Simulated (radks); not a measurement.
Initial-state core-level shifts of neutral iron when its valence configuration changes from [Ar] 3d6 4s2. Method: Dirac Kohn-Sham, BLYP, spin-unpolarised, spherical densities, finite nucleus; open shells fill j = l - 1/2 first; Fermi nuclear charge, rms radius 3.7377 fm; computed with a radial shooting solver on a logarithmic mesh with Libxc functionals. Shifts are changes of the shell-averaged eigenvalues in eV (positive: less bound); the change of the density at the nucleus, which sets a Mossbauer isomer shift, is in e/bohr^3, on a base of 1.511e+04.

valence               1s       2s       3s       3p  density at nucleus
3d6 4s1.5 4p0.5   -0.905   -0.860   -0.897   -0.899              -2.573
3d5 4s2 4p1       -7.739   -8.528   -7.544   -7.350              +5.324
3d7 4s1           +4.360   +4.945   +4.458   +4.326              -7.933
3d6 4s1 4p1       -1.722   -1.634   -1.708   -1.711              -5.433
3d6 4p2           -3.188   -3.020   -3.166   -3.169             -11.891
3d6.5 4s1 4p0.5   +1.506   +1.886   +1.537   +1.459              -6.825
3d6.5 4s1.5       +2.408   +2.732   +2.433   +2.360              -4.363
3d6.5 4s0.5 4p1   +0.703   +1.136   +0.738   +0.657              -9.567
3d5 4p3          -10.616  -11.300  -10.382  -10.178              -9.889
